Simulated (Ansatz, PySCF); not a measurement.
Complex: HF (SMILES F) (first 2 atoms) with CH4S (SMILES CS); geometry from B3LYP-D3(BJ)/def2-TZVP.
(charge 0, multiplicity 1):
```xyz
8

F      0.31126     0.51763    -0.58608
H      0.47661     0.05955     0.22384
C      0.22613     1.17842     2.81185
S      0.62350    -0.52910     2.30400
H     -0.14104     1.19935     3.83477
H      1.16056     1.73304     2.75476
H     -0.49346     1.62527     2.13086
H     -0.62355    -1.02449     2.37116
```

Basis-set superposition error: the interaction energy with monomers in their own basis, and in the dimer's basis (counterpoise).

The values were computed with Ansatz (an electronic-structure program); PySCF for 6-31G* rows. 

```json
[
 {"level": "HF/6-31G*", "uncorrected (meV)": "-179.2", "counterpoise (meV)": "-124.8", "difference": "54.4"},
 {"level": "HF/aug-cc-pV(D+d)Z", "uncorrected (meV)": "-213.8", "counterpoise (meV)": "-192.3", "difference": "21.6"},
 {"level": "BLYP/def2-TZVPPD", "uncorrected (meV)": "-284.5", "counterpoise (meV)": "-280.2", "difference": "4.3"},
 {"level": "r2SCAN/def2-TZVPPD", "uncorrected (meV)": "-359.0", "counterpoise (meV)": "-356.0", "difference": "3.1"},
 {"level": "B97M-V/def2-TZVPPD", "uncorrected (meV)": "-321.5", "counterpoise (meV)": "-319.4", "difference": "2.1"},
 {"level": "B3LYP/6-31G*", "uncorrected (meV)": "-304.3", "counterpoise (meV)": "-230.5", "difference": "73.8"},
 {"level": "B3LYP/def2-TZVPPD", "uncorrected (meV)": "-298.3", "counterpoise (meV)": "-294.5", "difference": "3.8"},
 {"level": "SCS-MP2/aug-cc-pV(Q+d)Z", "uncorrected (meV)": "-287.9", "counterpoise (meV)": "-268.7", "difference": "19.2"},
 {"level": "CCSD/aug-cc-pV(D+d)Z", "uncorrected (meV)": "-300.2", "counterpoise (meV)": "-238.6", "difference": "61.6"},
 {"level": "CCSD(T)/aug-cc-pV(D+d)Z", "uncorrected (meV)": "-322.2", "counterpoise (meV)": "-254.2", "difference": "68.0"}
]
```

The error is largest for B3LYP/6-31G* (73.8 meV) and smallest for B97M-V/def2-TZVPPD (2.1 meV).
